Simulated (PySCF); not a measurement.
# Radial density of Ag²⁺ (silver, charge +2)

BLYP, [Kr] 4d8 5s1, 5s spin antiparallel (an excited configuration). All numbers are calculated (PySCF 2.14, scalar relativity by spin-free X2C-1e, in ANO-RCC-VTZP).

```csv
r (bohr),4πr²ρ (e/bohr),4πr²(ρα − ρβ)
0.0269,58.36,-0.0044
0.0452,51.40,0.0023
0.0760,70.16,0.0174
0.128,66.66,0.2120
0.215,52.72,0.4445
0.362,52.47,0.0858
0.608,17.01,0.4727
1.02,16.86,1.9267
1.72,4.296,0.3304
2.89,0.6018,-0.3074
4.87,0.04139,-0.0373
8.19,0.0009076,-0.0009
13.8,0.0001366,-0.0001
```

Densities and radii are taken from the X2C orbitals without a picture-change correction, which distorts them close to the nucleus.

With the s spin flipped the determinant is a mixture of two multiplicities, not a spectroscopic state.
